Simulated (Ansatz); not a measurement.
Computed with Ansatz on PBE0-D4/def2-TZVP structures; ΔE is electronic, products minus reactants. CCSD(T)/CBS is the MP2 limit (def2-TZVPP, def2-QZVPP) plus CCSD(T) − MP2 in def2-TZVPP, frozen cores. This one scheme is used for every species. DFT in def2-TZVPP. One conformer a species, not always the lowest.

Reaction (hydrogenolysis of the Si–S bond): `F[SiH](F)O[SiH2]S` + H₂ → `F[SiH](F)O[SiH3]` + H₂S

| level | ΔE (kJ/mol) |
| --- | --- |
| B2PLYP | 40.2 |
| CCSD/CBS(def2) | 41.0 |

What does CCSD(T)/CBS give? (Estimate.)

Computed: +45.9 kJ/mol. The listed levels differ from it by -5.7, -4.9 kJ/mol.

Largest T1 diagnostic among the species: 0.012.

In def2-TZVPP, CCSD(T) changes the Hartree–Fock value by +18.8 kJ/mol (the triples alone add +5.0 kJ/mol) and MP2 by +27.3 kJ/mol. The D4 term adds +9.5 kJ/mol with B3LYP and +5.2 kJ/mol with PBE0; it sums over pairs of atoms, weighted by their polarisabilities, and B3LYP, whose exchange is more repulsive, gets the larger term.

B3LYP here is the variant with VWN-RPA as its local correlation; programs differ in this.
